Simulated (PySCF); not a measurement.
SMILES c1(sc(cc1)C)OC (GFN2-xTB optimised geometry):

```
16

C     -2.336    -2.060     0.010
O     -0.946    -2.273    -0.003
C     -0.163    -1.177     0.000
C      1.196    -1.177     0.000
C      1.738     0.132     0.000
C      0.808     1.117     0.000
C      1.000     2.592     0.002
S     -0.802     0.445     0.001
H     -2.644    -1.516     0.909
H     -2.657    -1.494    -0.871
H     -2.796    -3.046     0.001
H      1.781    -2.077     0.000
H      2.796     0.326     0.000
H      2.062     2.822    -0.024
H      0.520     3.046    -0.865
H      0.565     3.038     0.896
```

Computed with PBE/def2-TZVP in PySCF.

### Question
What are the frontier orbital energies and the dipole moment?

### Answer
HOMO-2 -7.57 eV, HOMO-1 -6.00 eV, HOMO -4.70 eV, LUMO -0.74 eV, LUMO+1 -0.43 eV; dipole moment 0.95 D.

Meta-Löwdin charges at PBE/def2-TZVP: C1 -0.15, O2 -0.28, C3 0.06, C4 -0.22, C5 -0.16, C6 -0.12, C7 -0.35, S8 0.20, H9 0.12, H10 0.12, H11 0.14, H12 0.13, H13 0.13, H14 0.13, H15 0.13, H16 0.13.
